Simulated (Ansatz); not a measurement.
`[NH2][Zr]([Cl])([Cl])[Cl]` and `[OH][Zr]([Cl])([Cl])[Cl]` differ in one atom or group.

Ansatz, PBE0-D4/def2-TZVP geometries, multiplicity 1. Each molecule was computed in one conformer, which needn't be the lowest.

Elements past krypton have def2 core potentials.

```csv
property,`[NH2][Zr]([Cl])([Cl])[Cl]`
HOMO–LUMO gap (PBE0/def2-TZVPP) / eV,6.25
LUMO energy (PBE0/def2-TZVPP) / eV,-2.15
size of the dipole moment (B3LYP/def2-TZVPP) / D,2.82
LUMO energy (B3LYP/def2-TZVPP) / eV,-2.35
"ideal-gas entropy at 298 K and 1 bar (rigid rotor, harmonic PBE0-D4/def2-TZVP) / J/(mol·K)",411
HOMO energy (ωB97M-V/def2-TZVPP) / eV,-10.70
```

Task: Give the same properties after the change, and the shifts. (Best estimate.)

Result: Ansatz gave: 
```
                                                                                  property  `[OH][Zr]([Cl])([Cl])[Cl]`  shift
                                                      HOMO–LUMO gap (PBE0/def2-TZVPP) / eV                        7.36   1.11
                                                        LUMO energy (PBE0/def2-TZVPP) / eV                       -1.94   0.21
                                          size of the dipole moment (B3LYP/def2-TZVPP) / D                        2.88   0.06
                                                       LUMO energy (B3LYP/def2-TZVPP) / eV                       -2.14   0.21
ideal-gas entropy at 298 K and 1 bar (rigid rotor, harmonic PBE0-D4/def2-TZVP) / J/(mol·K)                         384    -27
                                                     HOMO energy (ωB97M-V/def2-TZVPP) / eV                      -11.50  -0.80
```

With PBE0 the HOMO falls by 0.90 eV and the LUMO rises by 0.21 eV, so the gap widens by about 1.11 eV. PBE moves the HOMO by -0.91 eV and ωB97M-V by -0.80 eV. The zero-point energy changes by -30.9 kJ/mol with -3 modes. Dipoles are sizes alone; their direction can turn. Modes under 60 cm⁻¹, often nearly free rotors, make the harmonic entropy too high.

B3LYP here is the variant with VWN-RPA as its local correlation; programs differ in this.
